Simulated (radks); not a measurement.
Spin polarisation of the 2p2 shell in neutral carbon. Start: [He] 2s2 2p(up 1, down 1); electrons of 2p are moved from spin down to spin up, other shells keep equal spins. All-electron calculation, non-relativistic Kohn-Sham, LDA (Slater exchange, Perdew-Wang correlation), spin-polarised, spherical densities, point nucleus. Program: a radial shooting solver on a logarithmic mesh with Libxc functionals.

moment (Bohr magnetons) = 0: E - E(0) (eV) 0.000; e(2p up) (eV) -5.419; e(2p down) (eV) -5.419; 2s down minus up (eV) 0.000; 1s down minus up (eV) 0.000
moment (Bohr magnetons) = 0.5: E - E(0) (eV) -0.075; e(2p up) (eV) -5.692; e(2p down) (eV) -5.095; 2s down minus up (eV) 0.646; 1s down minus up (eV) 0.243
moment (Bohr magnetons) = 1: E - E(0) (eV) -0.299; e(2p up) (eV) -5.914; e(2p down) (eV) -4.719; 2s down minus up (eV) 1.294; 1s down minus up (eV) 0.483
moment (Bohr magnetons) = 1.5: E - E(0) (eV) -0.672; e(2p up) (eV) -6.080; e(2p down) (eV) -4.289; 2s down minus up (eV) 1.947; 1s down minus up (eV) 0.718
moment (Bohr magnetons) = 2: E - E(0) (eV) -1.194; e(2p up) (eV) -6.183; e(2p down) (eV) -3.800; 2s down minus up (eV) 2.599; 1s down minus up (eV) 0.945

At moment 2 the spin-polarisation energy is -1.194 eV and the 2p exchange splitting 2.383 eV, that is 1.192 eV per Bohr magneton; E = -I m^2/4 would give I = 1.194 eV.
